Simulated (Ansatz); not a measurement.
Program: Ansatz. Geometries: PBE0-D4/def2-TZVP. ΔE: electronic, gas phase. CCSD(T)/CBS adds triple-zeta CCSD(T) − MP2 to the extrapolated MP2 energy (def2 sets, frozen cores). Functionals use def2-TZVPP. For Mg outer-core shells are correlated without core-valence functions, which leaves a few kJ/mol of doubt a bond. One conformer a species, not always the lowest.

Consider the redistribution: `C[CH2][Mg][Cl]` + `BBO` → `C[CH2][Mg][OH]` + `BBCl`.

| level | ΔE (kJ/mol) |
| --- | --- |
| revPBE-D4 | 114.8 |
| BLYP-D4 | 114.6 |
| PBE0-D4 | 122.3 |
| BHLYP-D4 | 126.5 |
| ωB97M-V | 121.4 |
| B2PLYP | 119.3 |
| MP2/def2-SVP | 128.4 |
| CCSD/CBS(def2) | 117.1 |

(1) What does CCSD(T)/CBS give? (Best estimate.)

Largest T1 diagnostic among the species: 0.013.

Answers

(1) Ansatz gave: +115.2 kJ/mol. The listed levels differ from it by -0.4, -0.6, 7.1, 11.3, 6.2, 4.1, 13.2, 1.9 kJ/mol.

At CCSD(T), def2-SVP lies +15.9 kJ/mol from the extrapolated value and def2-TZVPP +3.8 kJ/mol. Leaving LDA and LC-ωPBE aside and taking each functional with its dispersion term where it has one, the values spread over 12.0 kJ/mol, from BLYP-D4 to BHLYP-D4.
